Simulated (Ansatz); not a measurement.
`FC[SiH2]F` + NH₃ → `N[SiH2]CF` + H–F at 500 K and 1 bar (ligand exchange at the Si–F bond).

Calculated with Ansatz (gas phase, PBE0-D4/def2-TZVP geometries, no zero-point term in ΔE). CCSD(T)/CBS is the MP2 limit (def2-TZVPP, def2-QZVPP) plus CCSD(T) − MP2 in def2-TZVPP, frozen cores. This one scheme is used for every species. One conformer a species, not always the lowest.

```json
{"species": "`FC[SiH2]F`", "CCSD(T)/CBS energy (Eh)": "-529.16787", "H − E (kJ/mol)": "166.0", "S (J/(mol·K))": "357.9"}
{"species": "NH₃", "CCSD(T)/CBS energy (Eh)": "-56.50880", "H − E (kJ/mol)": "108.2", "S (J/(mol·K))": "211.8"}
{"species": "`N[SiH2]CF`", "CCSD(T)/CBS energy (Eh)": "-485.25003", "H − E (kJ/mol)": "233.6", "S (J/(mol·K))": "385.6"}
{"species": "H–F", "CCSD(T)/CBS energy (Eh)": "-100.39570", "H − E (kJ/mol)": "39.4", "S (J/(mol·K))": "188.7"}
```

H − E and S are ideal-gas, rigid-rotor, harmonic terms from PBE0-D4/def2-TZVP, for one conformer and one mirror image of each species. 1 Eh = 2625.50 kJ/mol, R = 8.31446 J/(mol·K).

Question: By hand: ΔE, ΔH, ΔS and ΔG.

Answer: ΔE = (-485.25003) + (-100.39570) − (-529.16787) − (-56.50880) = 0.03094 Eh = 81.2 kJ/mol. Δ(H − E) = 233.6 + 39.4 − 166.0 − 108.2 = -1.2, so ΔH = 80.0 kJ/mol. ΔS = 385.6 + 188.7 − 357.9 − 211.8 = 4.6 J/(mol·K). ΔG = 80.0 − 500 × (4.6)/1000 = 77.7 kJ/mol.

Question: By hand: the equilibrium constant, and the temperature at which ΔG would vanish if ΔH and ΔS stayed fixed.

Answer: log₁₀ K = −ΔG/(RT ln 10) = -8.1. ΔG = 0 at ΔH/ΔS = 17391 K, far beyond where these terms or the molecules hold.

The number of gas molecules stays the same, so ΔS is small and ΔH decides. A doubt of 5 kJ/mol in ΔE shifts log₁₀ K by 0.5 here. Other conformers and mirror images would add mixing entropy, several J/(mol·K) or more a flexible species. These are equilibria of isolated gas molecules and say nothing of rates. Largest T1 diagnostic: 0.011 (customary marks: 0.02 for closed shells, 0.045 for open ones).
